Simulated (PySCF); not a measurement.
A PySCF script (with the pyscf-properties extension) for the NMR shieldings of `C#C[Si@@]1(O)CCCN1`, C5H9NOSi, on a GFN2-xTB geometry:

```python
import basis_set_exchange as bse
import numpy as np
from pyscf import gto, dft
from pyscf.prop import nmr

atoms = """
C     3.340231   -1.070803   -0.108897
C     2.354777   -0.407368    0.069238
Si    0.807760    0.573505    0.356879
O     1.361345    2.089776    0.586907
C    -0.510586    0.236953   -0.973217
C    -1.787026   -0.015035   -0.168079
C    -1.384778   -0.679736    1.147408
N    -0.233318    0.056384    1.630931
H     4.211154   -1.639775   -0.267936
H     0.762193    2.780505    0.857586
H    -0.252403   -0.655957   -1.541483
H    -0.656208    1.039515   -1.692946
H    -2.503686   -0.632206   -0.711839
H    -2.263764    0.940118    0.060900
H    -1.146959   -1.739196    0.974152
H    -2.195151   -0.628348    1.881464
H     0.089421   -0.236301    2.538484
"""
names = dict.fromkeys(["C", "Si", "O", "N", "H"], "pcSseg-1")
basis = {el: gto.basis.parse(bse.get_basis(n, elements=[el], fmt="nwchem")) for el, n in names.items()}
mol = gto.M(atom=atoms, basis=basis, charge=0, verbose=0)
mf = dft.RKS(mol, xc="PBE0")
mf.grids.level = 2
mf.grids.alignment = dft.numint.BLKSIZE   # the property module wants whole blocks of grid points
mf.conv_tol = 1e-9
mf.kernel()

calc = nmr.RKS(mf)   # GIAO
C = mf.mo_coeff
Co = C[:, mf.mo_occ > 0]
resp = mf.gen_response(singlet=True, hermi=2)
def vind(x):   # induced exchange potential for any number of trial vectors
    d = np.einsum("pi,xij,qj->xpq", C, 2 * x.reshape(-1, C.shape[1], Co.shape[1]), Co, optimize=True)
    return np.einsum("xpq,pi,qj->xij", resp(d - d.transpose(0, 2, 1)), C, Co, optimize=True).ravel()
mo1, _ = nmr.rhf.solve_mo1(calc, with_cphf=vind)
sigma = calc.kernel(mo1)
for i, s in enumerate(sigma):   # ppm
    print("%2d %-2s %9.2f" % (i, mol.atom_pure_symbol(i), np.trace(s) / 3))
```

**Question.** What are the results?

**Answer.** 
```
 0 C      89.22
 1 C      97.08
 2 Si    374.27
 3 O     279.56
 4 C     171.95
 5 C     158.69
 6 C     139.42
 7 N     208.27
 8 H      30.03
 9 H      29.95
10 H      31.11
11 H      31.00
12 H      29.82
13 H      30.14
14 H      28.74
15 H      28.55
16 H      30.47
```

These numbers come from an equivalent density-fitted implementation of the same equations, which agrees with the script to about 0.01 ppm for H and up to a few tenths of a ppm for heavy atoms, so last digits may differ.

**Question.** Turn these shieldings into chemical shifts. References, each an isolated molecule treated in the same way: 13C (186.93 ppm), 29Si (349.16 ppm), 1H (31.72 ppm) vs TMS; H2O for 17O (336.08 ppm); NH3 for 15N (267.73 ppm).

**Answer.** Averaging equivalent atoms: C 0: 97.7; C 1: 89.8; C 6: 47.5; C 5: 28.2; C 4: 15.0; Si 2: -25.1; O 3: 56.5; N 7: 59.5; H 15: 3.17; H 14: 2.98; H 12: 1.90; H 9: 1.77; H 8: 1.69; H 13: 1.57; H 16: 1.25; H 11: 0.72; H 10: 0.61 ppm. Experimental scales use liquid or dissolved standards, which lie at an offset from isolated NH3 (liquid NH3: subtract about 20 ppm) and H2O (liquid H2O: subtract about 36 ppm).

Size and cost of the density-fitted run: 188 basis functions, 28 s wall time on 1 thread of an Arm Neoverse V2, shared host; peak memory 1 GiB.
